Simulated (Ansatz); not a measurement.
Ansatz (an electronic-structure program) input (BHLYP/def2-TZVPD):

Ansatz 0.2 input:
```yaml
crystal:
  periodic: [false, false, false]
  atoms:
    - {symbol: C, position_ang: [-1.50946924, 0.13525764, -0.02954702]}
    - {symbol: C, position_ang: [-0.14239834, -0.47916042, -0.10548602]}
    - {symbol: C, position_ang: [1.02416038, 0.26214254, -0.58559615]}
    - {symbol: O, position_ang: [0.83826806, 0.01922124, 0.81226500]}
    - {symbol: H, position_ang: [-2.05693779, -0.25112328, 0.83255523]}
    - {symbol: H, position_ang: [-2.08462067, -0.10001904, -0.92820269]}
    - {symbol: H, position_ang: [-1.43877541, 1.21922918, 0.06660483]}
    - {symbol: H, position_ang: [-0.11998649, -1.56214571, -0.21072859]}
    - {symbol: H, position_ang: [0.90406969, 1.29704488, -0.89351414]}
    - {symbol: H, position_ang: [1.85634933, -0.26619438, -1.04105945]}
basis:
  gaussian:
    orbitals: def2-TZVPD
hamiltonian:
  xc: {name: BHLYP}
magnetization: {spin_polarized: true, initial_magnetization: 2}
```

Output:

```
Functional definition: BHLYP
integrals: 0.10 GiB planned
1200 factors; their error is unknown
mean field: 1.33 GiB planned
mean field evaluation 1: about -5240.7342 eV, gradient 3.2e1 eV
mean field evaluation 2: about -5241.4316 eV, gradient 3.1e1 eV
mean field evaluation 4: about -5246.2133 eV, gradient 2.3e0 eV
mean field evaluation 8: about -5246.3917 eV, gradient 3.4e-1 eV
mean field evaluation 16: about -5246.4180 eV, gradient 3.1e-2 eV
mean field evaluation 32: about -5246.4181 eV, gradient 3.0e-4 eV
mean field evaluation 64: about -5246.0246 eV, gradient 4.1e0 eV
mean field -5246.41807356 eV, -192.8023080536 hartree, gradient 9.3e-6 eV, S^2 2.007673; 6 other end points of the search recorded, 0 dependent functions left out
reference -5246.41826376 eV, -192.8023150433 hartree; 17, 15 occupied and 188, 190 virtual orbitals, 1200 factors
Total energy: -5246.41826376 eV, -192.8023150433 hartree
```

This state (charge 0, triplet) is run at the relaxed geometry of the species with charge 0 and multiplicity 1, and is a spin state other than that species' own.
